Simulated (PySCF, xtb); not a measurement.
C2H8F2Si2, SMILES FC(F)C([SiH3])[SiH3].

xtb with GFN2-xTB at its own geometry gives an orbital gap of 5.46 eV and a dipole moment of 2.48 D.

Geometry: B3LYP-D3(BJ)/def2-SVP. This is a generated structure with no PubChem entry under its InChIKey; it may be hypothetical. The values are those of a single conformer.

Question: What does PBE/def2-TZVP (PySCF) give? (Estimate from the structure and the level; the computed values follow.)

Answer: gap 7.08 eV (levels -7.67 and -0.59 eV), dipole 1.81 D.
